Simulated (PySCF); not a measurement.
Two-dimensional NMR puzzle

Compound of formula C4H5F3OSi. Correlations simulated from computed shifts and the bond graph:

HSQC (one-bond C–H):
| δH | δC |
| --- | --- |
| 10.58 | 200.0 |
| 7.36 | 151.6 |

HMBC (two and three bonds, from the bond graph):
| δH | δC |
| --- | --- |
| 10.58 | 157.9, 151.6 |
| 7.36 | 200.0, 157.9, 130.5 |
| 4.14 | 200.0, 157.9, 151.6 |

Carbons without hydrogens: δ 157.9, 130.5.

- σ from GIAO-PBE0/pcSseg-1
- coordinates at the GFN2-xTB level
- run in PySCF 2.14
- single conformer, averaged over atoms made equivalent by symmetry, fast rotation or ring inversion, in vacuum, relativity neglected

Shifts are taken against calculated references (same method and geometry level): $^{1}$H, $^{13}$C vs TMS.

Exchangeable hydrogens are left out of these lists.

Problem. Assemble the structure.

Solution. `FC(/C=C(\C=O)[SiH3])(F)F`.

Structure with atom numbers: `[O:1]=[CH:2]/[C:3]([SiH3:4])=[CH:5]\[C:6]([F:7])([F:8])[F:9]`. Hydrogens are named by the atom that carries them.

- δC 200.0 is C2, an aldehyde carbonyl carbon (δH 10.58).
- δC 157.9 is C3, an α carbon of a C=C–C=O unit.
- δC 151.6 is C5, a β carbon of a C=C–C=O unit (δH 7.36).
- δC 130.5 is C6, a CF3 carbon.
- HMBC from δH 10.58 reaches the proton-free carbon C3.
- HMBC from δH 7.36 reaches the proton-free carbons C3, C6.
- HMBC from δH 4.14 reaches the proton-free carbon C3.

This is the structure that produced the data.

Shifts are as computed. Against solution values, carbons near 30 ppm lie about +3 ppm off and those near 130 ppm about +5 ppm. Of 1211 compounds with measured shifts, 218 miss one by over three times the rms of a fit or turn the order of signals round; such compounds aren't used in these exercises.
